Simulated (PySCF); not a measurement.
Cl₂FH₂NSn, SMILES [NH2][Sn]([F])([Cl])[Cl].

Geometry: PBE-D3(BJ)/def2-SVP. The structure was generated by enumeration; whether it is a known compound was not checked. The def2 effective core potentials stand for the cores of Sn; spin–orbit coupling is left out. The values are those of a single conformer.

These are PBE-D3(BJ)/def2-SVP run with PySCF values and carry that method's errors.

Frequencies are harmonic and unscaled.

| mode | ν (cm⁻¹) | IR (km/mol) | moving atoms (share of kinetic energy) |
|---|---|---|---|
| 1 | 20 | 25.1 | H 82 %, F 9 % |
| 2 | 95 | 1.2 | Cl 75 %, N 8 %, Sn 8 % |
| 3 | 134 | 2.4 | Cl 34 %, Sn 27 %, N 24 %, F 9 % |
| 4 | 138 | 10.4 | N 46 %, H 23 %, Cl 20 %, F 10 % |
| 5 | 152 | 14.2 | F 52 %, Cl 16 %, Sn 15 %, N 11 % |
| 6 | 154 | 27.9 | F 48 %, N 18 %, Sn 17 %, Cl 11 % |
| 7 | 361 | 19.8 | Cl 84 %, Sn 13 % |
| 8 | 389 | 61.1 | Cl 71 %, Sn 29 % |
| 9 | 537 | 55.9 | N 77 %, H 11 %, Sn 8 % |
| 10 | 608 | 69.7 | F 83 %, Sn 15 % |
| 11 | 679 | 60.6 | H 79 %, N 17 % |
| 12 | 875 | 20.7 | H 92 % |
| 13 | 1476 | 11.5 | H 92 %, N 8 % |
| 14 | 3387 | 28.6 | H 96 % |
| 15 | 3491 | 21.8 | H 92 %, N 8 % |
